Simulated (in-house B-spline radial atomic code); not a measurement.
Zn. Computed with a B-spline radial atomic code. Model: non-relativistic spherical atom: semilocal Troullier-Martins pseudo-atom, one channel per l, against all electrons, high spin, G0W0 and RPA with empty states to l = 8, local potential for every l without a channel, a model core (radius 0 = none) keeps its share of the functional.

What the tables leave out is listed at the end.

The pseudopotential gives back the lowest level of each angular momentum of its own functional in the configuration it was made in; a second state of the same l is only approximately right. Exact exchange, RPA and GW see the smooth pseudo-orbitals and miss the exchange with the core, for which the functional's share stands in. The column with an uncorrelated core keeps all orbitals and exact exchange, and so separates missing core correlation from pseudisation. Only the three outermost levels and the lowest empty one were computed. RPA here is direct RPA, with no exchange kernel, and its energies carry an (l + 1/2)⁻⁴ tail. A hybrid on a potential with a model core restores only its own semilocal share of the core's exchange.

Command:
```bash
python run_psgw.py task.json out
```
Settings (lengths in bohr, energies in hartree):
```
Z                      30
electrons              30
configuration          [Ar] 3d10 4s2
generated_in           [Ar] 3d10 4s2
functional             pbe,pbe
core_shells            3
radius_factor          1.3
core_correction        False
ion_configuration      [Ar] 3d10 4s1
```

Cost of the run: 77 s on 1 thread of Arm Neoverse N1, on a shared host.

Given: made with PBE; model core radius 0 bohr; local radius 0.988 bohr; mean-field start PBE.

Valence shells of the generating configuration: 3s, 3p, 3d, 4s.

Channel: s 0.775, p 0.775, d 2.192 (radii in bohr).

Computed: largest level miss in the spin-unpolarised generating configuration 0.108 eV; valence RPA correlation energy all-electron orbitals -1.5151 hartree; valence RPA correlation energy pseudo -1.2726 hartree; pseudo-atom RPA polarisability 31.061 bohr³; ionisation by mean-field all-electron 9.377 eV; ionisation by mean-field pseudo minus all 0.173 eV; ionisation by RPA all-electron 9.5492 eV.

```
level  occupied  mean-field all-electron (eV)  mean-field pseudo minus all (eV)  G0W0 all-electron (eV)  G0W0 uncorrelated core minus all (eV)  G0W0 pseudo minus all (eV)  exchange self-energy all-electron (eV)  exchange self-energy pseudo (eV)
   4s         1                       -5.8255                            -0.108                 -9.2023                                  0.004                      -0.313                                  -11.76                           -11.644
```

Problem. What is the all-electron RPA polarisability, core included?

Solution. 32.071 bohr³.

Problem. What is the ionisation by RPA pseudo minus all?

Solution. 0.407 eV.

Given: mean-field start PBE0.

Computed: valence RPA correlation energy all-electron orbitals -1.4433 hartree; valence RPA correlation energy pseudo -1.22 hartree; all-electron RPA polarisability, core included 28.852 bohr³; pseudo-atom RPA polarisability 27.506 bohr³; ionisation by mean-field pseudo minus all 0.228 eV; ionisation by RPA all-electron 9.3734 eV.

| level | occupied | mean-field all-electron (eV) | mean-field pseudo minus all (eV) | G0W0 all-electron (eV) | G0W0 uncorrelated core minus all (eV) | G0W0 pseudo minus all (eV) | exchange self-energy all-electron (eV) | exchange self-energy pseudo (eV) |
| --- | --- | --- | --- | --- | --- | --- | --- | --- |
| 4s | 1 | -6.5448 | -0.169 | -9.2353 | 0.004 | -0.367 | -11.482 | -11.487 |

Problem. What is the ionisation by RPA pseudo minus all?

Solution. 0.398 eV.

Problem. What is the ionisation by mean-field all-electron?

Solution. 9.0695 eV.

Given: mean-field start Hartree-Fock.

Computed: valence RPA correlation energy all-electron orbitals -1.2763 hartree; valence RPA correlation energy pseudo -1.0937 hartree; all-electron RPA polarisability, core included 25.248 bohr³; ionisation by mean-field all-electron 7.6223 eV; ionisation by mean-field pseudo minus all 0.338 eV; ionisation by RPA pseudo minus all 0.418 eV.

```tsv
level	occupied	mean-field all-electron (eV)	mean-field pseudo minus all (eV)	G0W0 all-electron (eV)	G0W0 uncorrelated core minus all (eV)	G0W0 pseudo minus all (eV)	exchange self-energy all-electron (eV)	exchange self-energy pseudo (eV)
4s	1	-7.9595	-0.357	-9.073	0.004	-0.464	-10.496	-10.815
3d	1	-21.294	1.414	-18.659	0.097	0.175	-52.614	-41.392
```

Problem. What is the pseudo-atom RPA polarisability?

Solution. 23.015 bohr³.

Problem. What is the ionisation by RPA all-electron?

Solution. 8.9276 eV.

Among the listed levels the largest G0W0 shift of the pseudo-atom is -0.46 eV, for 4s on the Hartree-Fock start, while leaving the core uncorrelated moves that level by +0.00 eV. So pseudisation and the lost core exchange, not the missing core correlation, make the error. Not in the tables (levels of low weight, unsolved or above zero; the highest and the empty levels are kept at any weight): on PBE the G0W0 levels 3d (pseudo minus all +1.19 eV, weights 0.47 and 0.00), 3p (pseudo minus all +1.40 eV, weights 0.03 and 0.08), 4p (pseudo minus all +0.02 eV, weights 0.91 and 0.91); on PBE0 the G0W0 levels 3d (pseudo minus all +0.38 eV, weights 0.73 and 0.65), 3p (pseudo minus all -0.38 eV, weights 0.25 and 0.42), 4p (pseudo minus all +0.02 eV, weights 0.94 and 0.94); on Hartree-Fock the G0W0 levels 3p (pseudo minus all -1.70 eV, weights 0.15 and 0.13).
